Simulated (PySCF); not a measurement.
Compound: C3H9BS.
Bonds: C1–C2, C2–B3, B3–S4, S4–C5. Hydrogens: H6, H7, H8 on C1; H9, H10 on C2; H11 on B3; H12, H13, H14 on C5.

Torsions of this conformer, `[CH3:1][CH2:2][BH:3][S:4][CH3:5]`: C1–C2–B3–S4 137°, C2–B3–S4–C5 177°.

The closed-shell ground state was solved at several levels (PySCF, density fitting, gas phase, non-relativistic). The structure is a single PBE0-D3(BJ)/def2-SVP conformer in the gas phase; no vibrational or solvent corrections.

```json
{"level": "B3LYP/6-31G*", "basis functions": "92", "total energy (Eh)": "-542.8057", "HOMO (eV)": "-7.08", "LUMO (eV)": "-0.52", "gap (eV)": "6.56", "dipole (D)": "1.11"}
{"level": "B3LYP/cc-pVTZ", "basis functions": "280", "total energy (Eh)": "-542.9027", "HOMO (eV)": "-7.24", "LUMO (eV)": "-0.89", "gap (eV)": "6.35", "dipole (D)": "1.04"}
```

Problem. Estimate the row for B3LYP/def2-TZVP, a basis of 215 functions; the other rows only guide the guess.

Solution. Total energy -542.8988 Eh, HOMO -7.24 eV, LUMO -0.91 eV, gap 6.33 eV, dipole 1.05 D.

Problem. Over all these levels, which gives the widest orbital gap and which the narrowest?

Solution. B3LYP/6-31G* has the widest, 6.56 eV, and B3LYP/def2-TZVP the narrowest, 6.33 eV. From the narrowest to the widest the HOMO moves by +0.16 eV and the LUMO by +0.39 eV.

Problem. How much does the basis alone move the frontier levels among the 3 B3LYP rows (the withheld one included)?

Solution. The HOMO by 0.16 eV and the LUMO by 0.39 eV. By rising basis size (HOMO, LUMO in eV): 6-31G* -7.08, -0.52; def2-TZVP -7.24, -0.91; cc-pVTZ -7.24, -0.89.

Problem. How far do the dipole and the HOMO energy spread over the levels?

Solution. The dipole runs from 1.04 to 1.11 D (mean 1.07 D) and the HOMO from -7.24 to -7.08 eV.
